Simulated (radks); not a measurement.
The numbers below are computed, except where a source is named.
Coulomb parameter of the 3d shell of the chromium ion Cr2+ in the model configuration [Ar] 3d3 4p1, as a second difference U = [E(n + 0.5) + E(n - 0.5) - 2 E(n)] / (0.5)^2 with all orbitals relaxed. "Bare": the charge of the atom changes with n. "Screened": the 4p shell takes up the change at fixed total charge, which measures U(3d,3d) + U(4p,4p) - 2 U(3d,4p). Level of theory: scalar-relativistic Kohn-Sham, BLYP, spin-unpolarised, spherical densities, point nucleus (a radial shooting solver on a logarithmic mesh with Libxc functionals).

| case | configuration | E - E(n) (eV) |
|---|---|---|
| start | [Ar] 3d3 4p1 | 0.000 |
| bare +0.5 | [Ar] 3d3.5 4p1 | -12.822 |
| bare -0.5 | [Ar] 3d2.5 4p1 | 16.842 |
| screened +0.5 | [Ar] 3d3.5 4p0.5 | -6.241 |
| screened -0.5 | [Ar] 3d2.5 4p1.5 | 7.502 |

U(bare) = 16.078 eV, U(screened by 4p) = 5.045 eV, against the Slater integral F0(3d,3d) = 22.163 eV with frozen orbitals.
